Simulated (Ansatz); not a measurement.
Gas-phase electronic energies from Ansatz, PBE0-D4/def2-TZVP geometries. CCSD(T)/CBS adds triple-zeta CCSD(T) − MP2 to the extrapolated MP2 energy (def2 sets, frozen cores). This one scheme is used for every species. DFT in def2-TZVPP. Each species was taken in one conformer, which may not be the lowest.

Reaction (formal exchange of groups at the Si–N bond): `CO[SiH2]N[SiH2]Cl` + CH₄ → `C[SiH2]Cl` + `CO[SiH2]N`

Q: Is it downhill or uphill in electronic energy at CCSD(T)/CBS, and by how much? (An estimate is asked.)

A: Computed: Uphill: ΔE = +73.3 kJ/mol.

Q: What do these levels give: r2SCAN-D4, B2PLYP, PBE0, CCSD(T)/def2-TZVPP, HF/def2-QZVPP, MP2/CBS(def2)? (An estimate is asked.)

A: Ansatz gave: r2SCAN-D4 71.7, B2PLYP 71.0, PBE0 62.7, CCSD(T)/def2-TZVPP 74.1, HF/def2-QZVPP 73.1, MP2/CBS(def2) 75.4 kJ/mol.

Largest T1 diagnostic among the species: 0.011.

The D4 term adds +10.4 kJ/mol with B3LYP and +6.3 kJ/mol with PBE0; it sums over pairs of atoms, weighted by their polarisabilities, and B3LYP, whose exchange is more repulsive, gets the larger term.

B3LYP here is the variant with VWN-RPA as its local correlation; programs differ in this.
